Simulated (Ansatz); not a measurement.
The cluster Si6W⁺. Total charge 1; doublet. Geometry PBE-D4/def2-SVP; atoms count from 1.

```xyz
7

W    -0.430   -1.383   -1.534
Si    1.462    0.022   -1.101
Si    0.341   -2.317    0.432
Si   -0.372    2.670    1.220
Si    1.616    1.598    0.674
Si   -0.525    0.587    0.149
Si   -2.092   -1.178    0.161
```

In the def2 sets W takes a core potential; there is no spin–orbit coupling. Another isomer (doublet) lies 1.70 eV lower at PBE0-D4/def2-TZVP; other spin states weren't run for this one.

Estimate the Mulliken populations from the PBE0/def2-TZVP orbitals of Ansatz.


```csv
atom,charge (e),spin (α − β),d electrons
W1,0.52,0.45,4.58
Si2,0.03,0.04,–
Si3,0.13,-0.06,–
Si4,0.15,0.19,–
Si5,0.07,0.36,–
Si6,0.04,0.07,–
Si7,0.05,-0.04,–
```
Mulliken values depend strongly on the basis.

Where does the spin sit?

Summed by element: W 0.45, Si 0.55, of 1 unpaired in all. Largest on single atoms: W1 0.45, Si5 0.36, Si4 0.19.

And the Mayer bond orders between heavy atoms (over 0.3)?

W1–Si2 1.20 (2.40 Å); W1–Si3 1.80 (2.31 Å); W1–Si6 0.74 (2.59 Å); W1–Si7 1.47 (2.38 Å); Si2–Si5 0.85 (2.38 Å); Si2–Si6 0.64 (2.41 Å); Si3–Si7 0.43 (2.70 Å); Si4–Si5 1.20 (2.32 Å); Si4–Si6 0.96 (2.35 Å); Si5–Si6 0.80 (2.42 Å); Si6–Si7 0.75 (2.36 Å).
